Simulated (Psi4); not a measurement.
Two rigid molecules brought together: CH2O2 ··· H6Si2 (SMILES O=CO and [SiH3][SiH3]). Monomers: optimised at B3LYP-D3(BJ) (def2-TZVP), held rigid. Orientation: a random orientation, not optimised. R is the distance of the centres of mass, along which the second monomer moves.

Geometry at R = 4.79 Å (first 5 atoms: monomer A):
```
13

O      0.7742    -0.5652     0.1739
C     -0.4210     0.0120    -0.0361
O     -0.5940     1.1709    -0.2795
H      1.4543     0.1244     0.0923
H     -1.2135    -0.7422     0.0494
Si     4.2107     1.9019     3.5315
Si     1.9656     1.6280     2.9146
H      5.1036     1.4770     2.4260
H      4.4883     3.3249     3.8447
H      4.5184     1.0841     4.7301
H      1.6579     2.4457     1.7160
H      1.0727     2.0528     4.0202
H      1.6880     0.2050     2.6015
```

Method: SAPT0/jun-cc-pVDZ, frozen core (Psi4).

Components in kJ/mol:

```tsv
R / Å	electrostatics	exchange	induction	dispersion	total
4.16	-21.59	78.56	-6.53	-16.43	34.00
4.37	-10.33	42.55	-3.64	-11.34	17.23
4.61	-4.11	20.74	-1.89	-7.56	7.18
4.79	-1.88	11.98	-1.17	-5.65	3.28
4.96	-0.78	7.08	-0.76	-4.33	1.21
5.19	-0.11	3.44	-0.44	-3.06	-0.17
5.46	0.14	1.46	-0.24	-2.08	-0.72
5.79	0.17	0.51	-0.13	-1.33	-0.78
6.25	0.11	0.11	-0.06	-0.74	-0.58
7.00	0.04	0.01	-0.02	-0.32	-0.30
7.96	0.01	0.00	-0.01	-0.13	-0.13
9.29	0.00	0.00	0.00	-0.05	-0.05
```
